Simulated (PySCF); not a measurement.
Compound: C3HF2NS.
SMILES with atom numbers: `[F:1][c:2]1[cH:3][s:4][c:5]([F:6])[n:7]1` (hydrogens: H8 on C3)

Geometry (PBE0-D3(BJ)/def2-SVP, Å), atoms numbered from 1 in this order:
```
atom  x, y, z in Å
F1     0.044   -0.093   -1.898
C2     0.010   -0.046   -0.585
C3    -0.889   -0.725    0.183
S4    -0.566   -0.375    1.847
C5     0.732    0.640    1.316
F6     1.457    1.270    2.203
N7     0.926    0.724    0.051
H8    -1.693   -1.385   -0.133
```

Method: EOM-IP-CCSD/aug-cc-pVDZ in PySCF, restricted Hartree–Fock reference, frozen core, non-relativistic, gas phase, PBE0-D3(BJ)/def2-SVP geometry.

The vertical ionisation energies are 9.48, 11.04, 11.43, 13.64, 13.95, 14.53, 15.56, 16.87 eV.

Which Hartree–Fock orbital leads each hole, and what is its Koopmans value −ε?

```
leading hole (HF orbital)  Koopmans (eV)  EOM-IP-CCSD (eV)  change (eV)  one-hole share
                     HOMO           9.69              9.48        -0.21            0.96
                   HOMO-1          11.66             11.04        -0.62            0.94
                   HOMO-2          13.13             11.43        -1.70            0.94
                   HOMO-3          15.02             13.64        -1.38            0.95
                   HOMO-4          15.66             13.95        -1.71            0.92
                   HOMO-5          16.14             14.53        -1.61            0.95
                   HOMO-6          18.17             15.56        -2.61            0.94
                   HOMO-7          19.32             16.87        -2.45            0.94
```

Does the order of the lines follow the orbital energies?

Yes, no two lines change places. The corrections run from -2.61 to -0.21 eV, with a mean of -1.54 eV over the 8 lines; no line lies above its Koopmans value. Koopmans values leave out both the relaxation of the orbitals and the change in correlation energy.

At what kinetic energies would He I light (21.22 eV) eject these electrons?

11.74 eV (HOMO), 10.18 eV (HOMO-1), 9.79 eV (HOMO-2), 7.58 eV (HOMO-3), 7.27 eV (HOMO-4), 6.69 eV (HOMO-5), 5.66 eV (HOMO-6), 4.35 eV (HOMO-7).

What total energy has the lowest final state, and which wavelength reaches it?

E(CCSD) + ionisation energy = -766.17458 + 0.34850 = -765.82608 Eh, at the geometry of the initial state. The threshold wavelength is 1239.84 eV nm/9.48 eV = 130.8 nm.

One root was sought for each valence orbital with −ε under 21 eV, eight at most, so deeper holes and satellites are missing; no vibrational structure.
